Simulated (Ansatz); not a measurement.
Isomers of Ge2O⁺ (doublet), relaxed with PBE0-D4/def2-TZVP; total energies from Ansatz at CCSD(T)/def2-TZVPP.

```
isomer                                         description  energy (Eh)
     A                    point group D∞h; 2 × Ge–O 1.76 Å  -4226.06916
     B  point group C2v; 2 × Ge–O 1.79 Å; 1 × Ge–Ge 2.76 Å  -4226.07123
```

Correlated methods freeze 19 core orbitals; core or outer-core shells of Ge are correlated, in sets that lack core-valence functions. In CCSD on the charge 1 doublet the largest single amplitude is 0.30, so its Hartree–Fock determinant may place the open shell otherwise than the density functionals do.

The isomers come from a short search, and lower ones may exist.

**Question.** Work out the relative energies (1 Eh = 2625.5 kJ/mol) and the Boltzmann populations at 1200 K from electronic energies alone (R = 8.314 J/mol/K).

**Answer.** ΔE: A 5.4, B 0.0 kJ/mol. RT = 9.98 kJ/mol. Factors exp(−ΔE/RT): A 0.582, B 1; sum 1.582. Populations: A 36.8 %, B 63.2 %. Zero-point energy, vibrational entropy and symmetry numbers are left out and can shift these; an error of 4 kJ/mol changes a ratio by a factor of 1.5. Over the other density-functional and correlated levels in def2 sets, the gap between B and A ranges from -10 to 6 kJ/mol.
